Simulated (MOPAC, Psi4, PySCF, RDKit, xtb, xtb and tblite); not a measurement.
Two geometries of H6BF3Si3, SMILES [SiH2](B)[SiH2][Si](F)(F)F, relaxed at GFN2-xTB with one dihedral held; other torsions can differ between them too.

Structure A

```
13

B     -2.6345    -0.1508     0.3567
Si    -1.3306     0.4992    -0.9358
Si    -2.1466     0.2550    -3.1296
Si    -4.3831    -0.1828    -3.1416
F     -4.8021    -1.7087    -2.9439
F     -5.3516     0.2508    -4.3295
F     -5.1059     0.4972    -1.8865
H     -2.9907    -1.2652     0.3306
H     -3.1345     0.5460     1.1507
H     -0.0471    -0.2334    -0.9305
H     -0.8903     1.9029    -0.8061
H     -1.4970    -0.8354    -3.8777
H     -1.9364     1.4369    -3.9837
```

Structure B

```
13

B     -2.5908    -0.1857     0.5174
Si    -1.4885     0.3025    -1.0227
Si    -1.1026     2.6094    -1.2067
Si    -2.9031     3.7889    -0.4536
F     -4.1795     2.8312    -0.3124
F     -3.5219     5.0059    -1.2750
F     -2.8327     4.4143     1.0115
H     -3.2935    -1.1197     0.5144
H     -2.5093     0.4102     1.5211
H     -1.9680    -0.1670    -2.3385
H     -0.1429    -0.3050    -0.9331
H     -0.8118     3.0910    -2.5680
H      0.0571     3.0725    -0.4230
```

### Question
Which is lower in energy at the level DF-MP2 (frozen core)/cc-pVTZ // GFN2-xTB run with Psi4 1.11, and by how much?

### Answer
A is lower, by 0.37 kcal/mol (dihedral H8–B1–Si2–Si3: 60° in A, 150° in B).

E(B) − E(A) in kcal/mol at the other levels, on the same two geometries: GFN2-xTB (xtb and tblite) 0.81; B3LYP/def2-SVP // GFN2-xTB (Psi4) 0.25; B3LYP-D3(BJ)/def2-SVP // GFN2-xTB (Psi4) 0.39; PBE/def2-SVP // GFN2-xTB (Psi4) 0.48; PBE-D3(BJ)/def2-SVP // GFN2-xTB (Psi4) 0.56; HF/cc-pVTZ // GFN2-xTB (Psi4) -0.11; UFF // GFN2-xTB (RDKit) 0.56; PM6, restricted, heats of formation // GFN2-xTB (MOPAC) 0.11; PM7, restricted, heats of formation // GFN2-xTB (MOPAC) -0.01; GFN1-xTB // GFN2-xTB (xtb) 1.18; restricted B3LYP/6-31G*, spherical d, density fitting // GFN2-xTB (PySCF) 0.26; restricted MP2 (frozen core)/6-31G*, spherical d // GFN2-xTB (PySCF) 0.06; restricted LDA (SVWN5)/6-31G*, spherical d, density fitting // GFN2-xTB (PySCF) 0.62; restricted Hartree-Fock/6-31G*, spherical d, density fitting // GFN2-xTB (PySCF) -0.28.
